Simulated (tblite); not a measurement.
Species: C5H4O2 (charge +1 and doublet state).
Numbering: `[O:1]=[CH:2][C+:3]1[CH:4][CH:5]=[CH:6][O:7]1` (hydrogens: H8 on C2; H9 on C4; H10 on C5; H11 on C6)

Structure used (GFN2-xTB), in Å, numbered top down from 1:
```xyz
11
C5H4O2 angstrom
O     -2.8362   -0.7664    0.2241
C     -2.0465    0.0534   -0.1028
C     -0.6017    0.0357   -0.0891
C      0.2756   -0.7829    0.6310
C      1.5501   -0.3501    0.2803
C      1.3698    0.7564   -0.5609
O      0.0960    0.9955   -0.7530
H     -2.3795    1.0832   -0.4208
H      0.0003   -1.6087    1.2593
H      2.4846   -0.8016    0.5578
H      2.0928    1.3881   -1.0519
```

All values are computed: GFN2-xTB (tblite) harmonic vibrations without scaling, gas phase. The method is semi-empirical: single wavenumbers can be off by several per cent or more. One conformer, not necessarily the lowest. Open shells enter through the occupations alone, without spin polarisation, and single modes of such species can be off by tens of per cent.

Harmonic wavenumbers (cm⁻¹): 137.3, 183.8, 253.1, 478.2, 536.3, 589.6, 651.6, 781.9, 812.9, 838.2, 854.3, 862.4, 915.2, 1023.7, 1058.3, 1097.7, 1124.9, 1178.4, 1247.6, 1321.9, 1354.7, 1402.3, 1791.0, 2540.4, 3112.2, 3146.9, 3164.6.

A = 8197, B = 2039, C = 1639 MHz; mass 96.021 u (most abundant isotopes); point group C1, symmetry number 1; spin multiplicity 2.

Problem. Zero-point energy?

Solution. ½Σν̃ = 16230 cm⁻¹ = 194.15 kJ/mol.

Problem. What is S at 200 K and 1 bar for an ideal gas of classical rigid rotors and harmonic oscillators?

Solution. Translation 157.48, rotation 107.42, vibration 23.89, spin (R ln 2) 5.76: S = 294.6 J/(mol K).

Problem. And Cp and H(200 K) − H(0)?

Solution. Cp = 70.08 J/(mol K), of which vibrations give 36.82 (their classical limit is 27 R = 224.5); H(200 K) − H(0) = 9.69 kJ/mol without the zero-point energy, 3.04 from vibrations.

Problem. Blend soft modes into free rotors: weight 1/[1 + (100 cm⁻¹/ν̃)⁴] for the oscillator and the rest for a rotor with moment μB/(μ + B), μ = h/(8π²ν), B = 10⁻⁴⁴ kg m². What vibrational entropy results?

Solution. 24.09 J/(mol K) in place of 23.89, which changes −T·S at 200 K by -0.04 kJ/mol.

Problem. What must be added to the electronic energy to get the Gibbs energy at 200 K and 1 bar?

Solution. ZPE + [H(200 K) − H(0)] − T·S = 194.15 + 9.69 − 58.91 = 144.93 kJ/mol.

Hindered rotation and anharmonicity are outside this model. Other conformers, if any are populated, would add a mixing term that is left out. The structure is chiral; the term R ln 2 for an equal mix with its mirror image is left out.
